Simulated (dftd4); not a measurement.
AlF$_{3}$, charge +1, doublet, geometry from GFN2-xTB (such geometries of metal compounds can be far from the true shape) (a state made from the parent by changing its charge; the spin is typed, not shown lowest); D4 for revpbe (dftd4).

The dftd4 input:
```
$ dftd4 mol.xyz --func revpbe --charge 1 --json dftd4.json --noedisp --grad

# file mol.xyz
4

Al    -0.00000000     0.00000000     0.00000000
F     -1.40432799    -0.87408737     0.04104348
F      0.00490319     1.52848672    -0.63368345
F      1.39942480    -0.65439935     0.59263996
```

Output, abridged:

```
                    ____  _____ _____     ____  _  _
      -------------|  _ \|  ___|_   _|---|  _ \| || |------------
     |             | | | | |_    | | ___ | | | | || |_           |
     |             | |_| |  _|   | ||___|| |_| |__   _|          |
     |             |____/|_|     |_|     |____/   |_|            |
     |             ===================================           |
     |            E. Caldeweyher, S. Ehlert & S. Grimme          |
     |          Mulliken Center for Theoretical Chemistry        |
     |                    University of Bonn                     |
      -----------------------------------------------------------

Rational (Becke-Johnson) damping: revpbe-D4-ATM
---------------------
  s6         1.0000
  s8         1.7468
  s9         1.0000
  a1         0.5363
  a2         3.0726
 alp        16.0000
--------------------

Dispersion energy:      -4.9181903749089E-03 Eh

Gradient norm:           9.0206279440387E-04 Eh/a0
--------------------------------------------------
     #    Z           dE/dx      dE/dy      dE/dz
--------------------------------------------------
     1   13 Al    7.145E-14  1.940E-13  1.562E-13
     2    9 F    -4.420E-04 -2.751E-04  1.292E-05
     3    9 F     1.543E-06  4.811E-04 -1.995E-04
     4    9 F     4.405E-04 -2.060E-04  1.865E-04
--------------------------------------------------

Virial:
--------------------------------------------------
      component           x          y          z
--------------------------------------------------
          x       2.338E-03  1.899E-04  4.572E-04
          y       1.899E-04  2.099E-03 -8.281E-04
          z       4.572E-04 -8.281E-04  4.488E-04
--------------------------------------------------

[Info] Dispersion results written to 'dftd4.txt'
[Info] JSON dump of results written to 'dftd4.json'
```
